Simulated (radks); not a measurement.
Q: Excited configurations of neutral bromine: one electron is placed in a higher orbital outside [Ar] 3d10 4s2 4p4. The ground configuration is [Ar] 3d10 4s2 4p5. All-electron calculation, scalar-relativistic Kohn-Sham, PBE, spin-unpolarised, spherical densities, finite nucleus; Fermi nuclear charge, rms radius 4.1629 fm. Program: a radial shooting solver on a logarithmic mesh with Libxc functionals. Excitation = E - E(ground); binding = E(ion) - E, where the ion is the core of charge +1; n* = 1/sqrt(2 binding) in atomic units, and the quantum defect is n - n*.

outer orbital  excitation (eV)  binding (eV)     n*  quantum defect  eigenvalue (eV)  <r> (bohr)
4d                      10.653         1.901  2.675           1.325           -0.637       7.973
5p                      10.058         2.496  2.335           2.665           -1.299       7.693
6d                      11.763         0.791  4.146           1.854           -0.477       25.27
7s                      11.529         1.025  3.643           3.357           -0.653       21.47
7p                      11.722         0.832  4.044           2.956           -0.526       25.86
7f                      12.213         0.341  6.319           0.681           -0.225       61.78

Estimate the row for 6s.

A: excitation (eV) 10.772; binding (eV) 1.782; n* 2.763; quantum defect 3.237; eigenvalue (eV) -1.075; <r> (bohr) 12.20. The Delta-SCF ionisation energy is 12.554 eV (NIST Atomic Spectra Database: 11.814 eV, measured). Self-interaction in the functional shifts the binding energies and quantum defects, so they are the method's values and not measured ones. Spin polarisation and multiplet splitting are left out, so open shells lie too high by an amount that depends on their filling.

Beside tabulated values, note that spin-unpolarised runs miss the spin-polarisation part of the exchange energy of open shells.
